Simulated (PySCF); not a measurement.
**Where the electron goes**

Species: C7H3N3.
SMILES with atom numbers: `[CH:1]#[C:2][c:3]1[cH:4][n:5][cH:6][c:7]([C:8]#[N:9])[n:10]1` (hydrogens: H11 on C1; H12 on C4; H13 on C6)

The calculation used PySCF 2.14.0, density-fitted response routines, TDDFT B3LYP/def2-SVPD, vertical, gas phase, core orbitals frozen in the response. Geometry: GFN2-xTB; no solvent, vibrations or thermal averaging.

Frontier orbitals with the atoms that hold most of them (Löwdin shares over 4%, at most four atoms; ? is withheld):

```json
{"orbital": "HOMO-3", "ε (eV)": "-9.19", "atoms": "N9 20%, C2 15%, N10 14%, C8 13%"}
{"orbital": "HOMO-2", "ε (eV)": "-8.76", "atoms": "C2 40%, C1 39%, N10 9%, C3 4%"}
{"orbital": "HOMO-1", "ε (eV)": "-7.97", "atoms": "N5 34%, N10 22%, C4 9%, C6 9%"}
{"orbital": "HOMO", "ε (eV)": "-7.89", "atoms": "?"}
{"orbital": "LUMO", "ε (eV)": "-2.86", "atoms": "?"}
{"orbital": "LUMO+1", "ε (eV)": "-2.62", "atoms": "C6 20%, C3 14%, C4 13%, C7 10%"}
{"orbital": "LUMO+2", "ε (eV)": "-0.12", "atoms": "C1 21%, C2 20%, N9 14%, C8 13%"}
```

Q: Which atoms hold the HOMO, and with what shares?

A: C1 (bonded to C and H) 22%; C2 (bonded to 2 C) 18%; C6 (bonded to C, N and H) 13%; C4 (bonded to C, N and H) 12%.

Q: Give the leading atoms of the LUMO.

A: N10 (bonded to 2 C) 26%; N5 (bonded to 2 C) 18%; C7 (bonded to 2 C and N) 13%; C4 (bonded to C, N and H) 12%. By element: nitrogen 44% or more, carbon 25% or more.

Q: The HOMO–LUMO gap is 5.03 eV. Where does the response calculation put the lowest singlet, and from which orbitals?

A: S1 is at 3.82 eV (f = 0.0026), 1.21 eV below the gap, made of HOMO-1→LUMO (99%). Its leading pair isn't HOMO and LUMO; the energies of that pair differ by 5.11 eV. 

Q: Give energy, strength and leading configuration of S1, S2, S3 and S5, and follow the Löwdin shares of the leading atoms from the occupied to the empty orbital.

A: 
- S1 (3.82 eV, f 0.0026), HOMO-1→LUMO (99%): N5 34% → 18%, N10 22% → 26%
- S2 (4.04 eV, f 0.0003), HOMO-1→LUMO+1 (99%): N5 34% → at most 10%, N10 22% → at most 10%, C6 9% → 20%, C3 at most 9% → 14%
- S3 (4.47 eV, f 0.138), HOMO→LUMO (92%): C1 22% → at most 12%, C2 18% → at most 12%, N10 at most 12% → 26%, N5 at most 12% → 18%
- S5 (5.03 eV, f 0.250), HOMO→LUMO+1 (92%): C1 22% → at most 10%, C2 18% → at most 10%, C6 13% → 20%, C3 at most 12% → 14%

Löwdin shares depend on the basis, the more so with diffuse functions.
